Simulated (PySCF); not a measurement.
Species: C7H9N.
Structure used (PBE0-D3(BJ)/def2-SVP), in Å, numbered top down from 1:
```
atom  x, y, z in Å
C1    -1.8824    1.0800   -0.0575
C2    -0.8564   -0.0024    0.0877
C3    -1.2613   -1.3907   -0.3017
C4     0.3634    0.2618    0.5431
C5     1.3713    1.2038    0.9955
C6     1.6901   -0.2999    0.8591
C7     2.5593   -0.7507   -0.1978
N8     3.2510   -1.1184   -1.0518
H9    -2.2318    1.1464   -1.1012
H10   -2.7703    0.8589    0.5582
H11   -1.4876    2.0605    0.2405
H12   -1.5888   -1.4171   -1.3542
H13   -0.4379   -2.1068   -0.1788
H14   -2.1176   -1.7317    0.3039
H15    1.8372    1.8775    0.2678
H16    1.3372    1.5930    2.0191
H17    1.8066   -0.8608    1.7946
```

Linear response at CAM-B3LYP/def2-SVPD (PySCF, frozen core in the response, non-relativistic). Geometry: PBE0-D3(BJ)/def2-SVP; no solvent, vibrations or thermal averaging.

Static isotropic polarisability: 88.38 au (13.10 Å³), principal values 67.9, 86.3, 110.9 au.

Task: What is the polarisability at 1064 nm and at the sodium D line?

Result: 89.22 au at 1064 nm (+1.0 %), 91.25 au at 589.3 nm (+3.2 %). The rise at 589.3 nm is 3.39 times that at 1064 nm; a pure ω² law gives 3.26. The lowest singlet lies at 185 nm, shorter than both wavelengths.

Task: What is the isotropic C6 coefficient between two such molecules, C6 = (3/π)∫α(iω)² dω?

Result: 3115 au (Eh·bohr⁶) by a ten-point quadrature over imaginary frequencies, which is 1860 eV·Å⁶ or 180 J·nm⁶/mol.

Task: Which effective excitation energy ω̄ makes London's formula C6 = (3/4)α²ω̄ exact here?

Result: ω̄ = 4·C6/(3α²) = 0.532 Eh = 14.5 eV. A one-pole form α(ω) = α/(1 − ω²/ω̄²) fitted to the 1064 nm value gives 12.0 eV. London's choice of the ionisation energy (9.34 eV, ΔSCF at the same level) gives C6 = 2010 au, 35 % too low.

Task: What n − 1 at the D line would an ideal gas of it have at 273.15 K and 1 atm (2.6868 × 10¹⁹ cm⁻³), by n − 1 = 2π·N·α′?

Result: 22.83 × 10⁻⁴, a formal value whether or not that pressure can be reached.

Task: How anisotropic is the static polarisability, by Δα² = ½[(α1 − α2)² + (α2 − α3)² + (α3 − α1)²]?

Result: Δα = 37.4 au, or 0.42 of the isotropic value.

Task: What three-body coefficient follows from the one-pole estimate C9 = (3/4)·α·C6?

Result: 206000 au. This is an estimate from the two numbers above, not a computed integral.

Hardware: one thread of an Arm Neoverse V1, no GPU, shared host with 32 logical CPUs at a one-minute load of 10. Cost: 61 s of wall time, 1.2 GiB resident at most. This is the whole response run at CAM-B3LYP/def2-SVPD, SCF included.
